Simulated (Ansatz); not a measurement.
C4H7BrSi (`C=C[SiH](Br)C=C`), 13 atoms. Total charge 0; spin multiplicity 1. Correlated methods include outer-core shells of Br, which these sets cover unevenly. Scalar relativity is left out up to krypton. Hardware: A = 2 threads of an AMD EPYC 7R13 on a shared host and a share of an NVIDIA H100 80 GB; B = 2 threads of an AMD EPYC 7R13 on a shared host. Correlated methods freeze the cores. Open-shell runs search over several starts.

Question: Give the basis size and wall time and peak host memory of each of these runs in Ansatz. RKS CAM-B3LYP-D4/def2-TZVPP energy [A]; RKS PBE0-D4/def2-QZVPP energy [A]; RKS ωB97M-V/def2-SVP energy [B]; UKS r2SCAN-D4/def2-TZVPP energy of the cation [A]; RKS B3LYP-D4/def2-TZVPP energy and forces [A]; RKS PBE0-D4/def2-TZVP relaxation (9 steps) [A]; UKS ωB97M-V/def2-TZVPP energy of the cation [A]; UKS B3LYP-D4/def2-TZVPP energy of the cation [A]; UKS PBE-D4/def2-TZVPP energy of the cation [A]; UHF-CCSD(T)/def2-TZVPP energy of the cation [A]; RKS PBE0-D4/def2-SVP energy [B]; RKS revPBE-D4/def2-TZVPP energy [A]. (Best estimate.)

Answer: Ansatz gave: Other jobs shared the machine, so times are rough.

| level | job | functions | wall time | peak host memory (GiB) |
| --- | --- | --- | --- | --- |
| RKS revPBE-D4/def2-TZVPP | energy [A] | 312 | 2.5 s | 0.84 |
| RKS CAM-B3LYP-D4/def2-TZVPP | energy [A] | 312 | 2.7 s | 0.87 |
| RKS B3LYP-D4/def2-TZVPP | energy and forces [A] | 312 | 2.8 s | 0.93 |
| RKS PBE0-D4/def2-QZVPP | energy [A] | 597 | 3.6 s | 1.1 |
| RKS PBE0-D4/def2-SVP | energy [B] | 141 | 4.4 s | 0.58 |
| UKS B3LYP-D4/def2-TZVPP | energy of the cation [A] | 312 | 8.5 s | 0.92 |
| UKS PBE-D4/def2-TZVPP | energy of the cation [A] | 312 | 10 s | 0.94 |
| RKS ωB97M-V/def2-SVP | energy [B] | 141 | 12 s | 0.58 |
| UKS r2SCAN-D4/def2-TZVPP | energy of the cation [A] | 312 | 12 s | 0.99 |
| UKS ωB97M-V/def2-TZVPP | energy of the cation [A] | 312 | 14 s | 1.2 |
| RKS PBE0-D4/def2-TZVP | relaxation (9 steps) [A] | 251 | 16 s | 0.92 |
| UHF-CCSD(T)/def2-TZVPP | energy of the cation [A] | 312 | 44 s | 1.4 |

B3LYP here is the variant with VWN-RPA as its local correlation; programs differ in this.
